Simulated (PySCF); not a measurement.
# MoBr at UHF-MP2

Computed with UHF-MP2; Mo def2-TZVPP with ECP28, Br def2-TZVPP; scalar-relativistic core potentials (PySCF 2.14).

- state: ⁶Σ⁺ (sextet), unpaired electrons σ ↑, π ↑↑, δ ↑↑
- bond length: 241.7 pm
- harmonic wavenumber: 279 cm⁻¹
- force constant: 2.00 mdyn/Å
- rotational constant Be: 0.06602 cm⁻¹
- anharmonicity ωexe: 0.740 cm⁻¹
- vibration–rotation constant αe: 0.000227 cm⁻¹

Correlated steps freeze 9 core orbitals. These are scalar-relativistic numbers at best; spin–orbit coupling would shift them, the dissociation energy most. The state is the lowest single determinant that the PBE0 search found; with open d or f shells the true ground state can be another one.
